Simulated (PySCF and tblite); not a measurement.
Results of a calculation; reference values are marked as such.
C4H13BSi2, numbered as in [CH3:1][C@@H:2]1[CH2:3][BH:4][CH2:5][SiH2:6][SiH2:7]1.

First level. The ensemble was built from 200 distance-geometry starts (ETKDG and KDG, UFF, GFN2-xTB) and rests on GFN2-xTB geometries. Weights use PBE0-D3(BJ)/def2-SVP (IEF-PCM, acetonitrile) energies plus GFN2-xTB zero-point and thermal terms (modes under about 100 cm⁻¹ blended into free rotors). Symmetry numbers and mirror images are counted. Conformers within 2.5 kcal/mol (GFN2-xTB free energy) were kept, 4 at most. GIAO shieldings: WP04/pcSseg-1 (IEF-PCM, acetonitrile). Shifts are against TMS (¹H), TMS (¹³C), TMS (²⁹Si) at the same level; of two unlike H on one atom, a is the less shielded. (PySCF 2.14, tblite 0.8.)

It gives, at 298.15 K, with 4 conformers (largest weight 87 %): ¹H: 6.68 (H4, 1H), 3.42 (H6a, 1H), 3.16 (H7a, 1H), 3.13 (H6b, 1H), 2.80 (H7b, 1H), 1.59 (H3a, 1H), 1.54 (H5a, 1H), 1.33 (H3b, 1H), 1.30 (H2, 1H), 1.23 (H1, 3H), 1.20 (H5b, 1H) ppm. ¹³C: 36.8 (C3), 25.5 (C1), 21.0 (C2), 14.3 (C5) ppm. ²⁹Si: -58.9 (Si7), -74.8 (Si6) ppm.

Second level: GFN2-xTB geometries, energies BHandHLYP-D3(BJ)/pcseg-1 (IEF-PCM, acetonitrile), shieldings PW91/pcSseg-1 (IEF-PCM, acetonitrile), on up to 4 of the same conformers.

(1) How do the averaged shifts change?

Unscaled ²⁹Si shifts at such levels can be off by tens of ppm; differences between conformers or isomers are more reliable. Shifts are unscaled: against experiment ¹³C can be off by 15 ppm or more and ¹H by 0.8 ppm.

## Answers

(1) 
| signal | first | second | change (ppm) |
| --- | --- | --- | --- |
| H1 | 1.23 | 1.36 | 0.13 |
| H2 | 1.30 | 1.62 | 0.31 |
| H3a | 1.59 | 2.01 | 0.42 |
| H3b | 1.33 | 1.68 | 0.35 |
| H4 | 6.68 | 7.88 | 1.19 |
| H5a | 1.54 | 2.05 | 0.51 |
| H5b | 1.20 | 1.58 | 0.38 |
| H6a | 3.42 | 4.19 | 0.77 |
| H6b | 3.13 | 3.80 | 0.67 |
| H7a | 3.16 | 3.84 | 0.67 |
| H7b | 2.80 | 3.34 | 0.53 |
| C1 | 25.5 | 26.5 | 0.9 |
| C2 | 21.0 | 20.9 | -0.1 |
| C3 | 36.8 | 44.8 | 8.0 |
| C5 | 14.3 | 18.0 | 3.7 |
| Si6 | -74.8 | -95.7 | -20.9 |
| Si7 | -58.9 | -74.6 | -15.7 |

The largest weight becomes 87 %.
